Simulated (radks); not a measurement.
Results of a calculation; reference values are marked as such.
Valence configurations of In I (all share [Kr]). Level of theory: scalar-relativistic Kohn-Sham, r2SCAN, spin-polarised, spherical densities, finite nucleus; open shells are filled with parallel spins first (spin-orbit coupling, left out, can overturn this in heavy ions); meta-GGA in the generalised Kohn-Sham scheme; Fermi nuclear charge, rms radius 4.6156 fm (a radial shooting solver on a logarithmic mesh with Libxc functionals). Energies are relative to 4d10 5s2 5p1; eigenvalues in eV for spin up.

| valence | E (eV) | moment (Bohr magnetons) | e(4d) | e(5p) | e(5s) |
|---|---|---|---|---|---|
| 4d10 5s2 5p1 | 0.000 | 1 | -19.214 | -2.870 | -8.790 |
| 4d10 5s1 5p2 | 4.093 | 3 | -20.534 | -3.973 | -10.318 |
| 4d9.5 5s2 5p1.5 | 8.562 | 2 | -22.252 | -3.656 | -10.069 |
| 4d10 5p3 | 10.428 | 3 | -22.013 | -4.604 | - |
| 4d9 5s2 5p2 | 17.953 | 3 | -25.246 | -4.387 | -11.271 |
| 4d9 5p4 | 31.874 | 3 | -28.154 | -5.663 | - |
| 4d8 5s2 5p3 | 39.156 | 5 | -31.174 | -5.750 | -13.508 |
| 4d8 5p5 | 56.508 | 3 | -34.080 | -6.456 | - |
| 4d6 5s2 5p5 | 96.425 | 5 | -43.593 | -7.581 | -16.927 |
| 4d6 5s1.5 5p5.5 | 100.75 | 5 | -44.252 | -7.879 | -17.371 |

NIST lists [Kr] 4d10 5s2 5p1 as the ground configuration; this level of theory agrees among the configurations tried. The energies are those of spherical high-spin densities, not of single terms.
